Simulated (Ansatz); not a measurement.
B(OH)2(OSiH3) (BH5O3Si), SMILES OB(O)O[SiH3].

Geometry optimised at PBE0-D3(BJ)/def2-SVP. The values are those of a single conformer.

Two levels are set side by side: PBE/def2-SVPD (Ansatz, a program for electronic structure) and PBE0/def2-SVPD (Ansatz). Energy differences of separate SCF runs at the same geometry; the states with an electron removed or added have multiplicity 2 and 2. Differences are taken from unrounded values.

```csv
quantity,PBE0
vertical ionisation energy (eV),11.00
vertical singlet–triplet gap (eV),7.18
```

Problem. What does PBE give, and how far is it from PBE0? (An estimate is asked for; the answer gives what the named calculation found.)

Solution. 
```json
[
 {"quantity": "vertical ionisation energy (eV)", "PBE": "10.48", "PBE minus PBE0": "-0.52"},
 {"quantity": "vertical singlet–triplet gap (eV)", "PBE": "6.48", "PBE minus PBE0": "-0.70"}
]
```
